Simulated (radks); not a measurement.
Kr XV, 22 electrons, occupied as [Ar] 3d4.

All-electron calculation, Dirac Kohn-Sham, exchange-only PBE, spin-unpolarised, spherical densities, finite nucleus; open shells fill j = l - 1/2 first; Fermi nuclear charge, rms radius 4.1884 fm. Program: a radial shooting solver on a logarithmic mesh with Libxc functionals.

Energy parts (eV):
total: -73392.410
kinetic: 75494.596
electron-nucleus: -167870.944
Hartree: 21197.353
exchange: -2213.415

Orbitals (lengths in bohr, moments of r in powers of bohr; r(90%) holds 90 % of the orbital's charge):
1s1/2: occ. 2; eigenvalue (eV) -14587.93; r(90%) 0.0742; <r> 0.04149
2s1/2: occ. 2; eigenvalue (eV) -2297.969; r(90%) 0.283; <r> 0.1827
2p1/2: occ. 2; eigenvalue (eV) -2119.735; r(90%) 0.256; <r> 0.1569
2p3/2: occ. 4; eigenvalue (eV) -2065.718; r(90%) 0.262; <r> 0.1608
3s1/2: occ. 2; eigenvalue (eV) -642.5500; r(90%) 0.726; <r> 0.4947
3p1/2: occ. 2; eigenvalue (eV) -579.6658; r(90%) 0.730; <r> 0.4871
3p3/2: occ. 4; eigenvalue (eV) -569.9659; r(90%) 0.741; <r> 0.4949
3d3/2: occ. 4; eigenvalue (eV) -464.6169; r(90%) 0.722; <r> 0.4609
3d5/2: occ. 0; eigenvalue (eV) -462.7665; r(90%) 0.726; <r> 0.4632

The highest occupied level is 3d3/2 at -464.62 eV. The density falls to 0.001 e/bohr^3 at r = 1.44 bohr. For comparison, the ionisation energy in NIST's Atomic Spectra Database is 492 eV (theoretical). In exact Kohn-Sham theory the highest level is minus the ionisation energy, but local and semilocal functionals leave it too shallow, through self-interaction and a potential that decays too fast; potentials with the right tail come closer. Summed over all electrons, <r^2> = 3.514 bohr^2, which gives a Langevin (diamagnetic) susceptibility term of -2.78 x 10^-6 cm^3/mol.

Beside tabulated values, note that spin-unpolarised runs miss the spin-polarisation part of the exchange energy of open shells.
